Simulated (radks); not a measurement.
Question: Species: Pb3+. Configuration: [Xe] 4f14 5d10 6s1 (the NIST ground configuration). All-electron calculation, scalar-relativistic Kohn-Sham, LDA (Slater exchange, Perdew-Wang correlation), spin-polarised, spherical densities, point nucleus; open shells are filled with parallel spins first (spin-orbit coupling, left out, can overturn this in heavy ions). Program: a radial shooting solver on a logarithmic mesh with Libxc functionals. Some entries of the table are withheld. Estimate them.

| orbital | occ. | eigenvalue (eV) | <r> (bohr) |
|---|---|---|---|
| 1s up | 1 | -88098.50 | 0.01605 |
| 1s down | 1 | -88098.46 | 0.01605 |
| 2s up | 1 | -15782.40 | 0.06762 |
| 2s down | 1 | -15782.38 | 0.06762 |
| 2p up | 3 | -13544.86 | 0.06145 |
| 2p down | 3 | -13544.85 | 0.06145 |
| 3s up | 1 | -3810.224 | 0.1746 |
| 3s down | 1 | -3810.204 | 0.1746 |
| 3p up | 3 | -3168.861 | 0.1766 |
| 3p down | 3 | -3168.842 | 0.1766 |
| 3d up | 5 | -2514.191 | 0.1600 |
| 3d down | 5 | -2514.174 | 0.1600 |
| 4s up | 1 | -884.2589 | 0.3845 |
| 4s down | 1 | -884.2292 | 0.3845 |
| 4p up | 3 | -674.0552 | 0.4103 |
| 4p down | 3 | -674.0220 | 0.4103 |
| 4d up | 5 | -430.8708 | 0.4312 |
| 4d down | 5 | -430.8335 | 0.4312 |
| 5s up | 1 | -173.2756 | 0.8524 |
| 5s down | 1 | -173.1984 | 0.8521 |
| 4f up | 7 | -162.1766 | 0.4539 |
| 4f down | 7 | -162.1362 | 0.4538 |
| 5p up | 3 | -114.7963 | 0.9756 |
| 5p down | 3 | -114.6754 | 0.9745 |
| 5d up | 5 | -49.8414 | 1.281 |
| 5d down | 5 | -49.5010 | 1.274 |
| 6s up | 1 | -38.3803 | (1) |
| 6s down | 0 | -37.4899 | (2) |

Answer: 
(1) 6s up <r> (bohr): 2.084
(2) 6s down <r> (bohr): 2.083
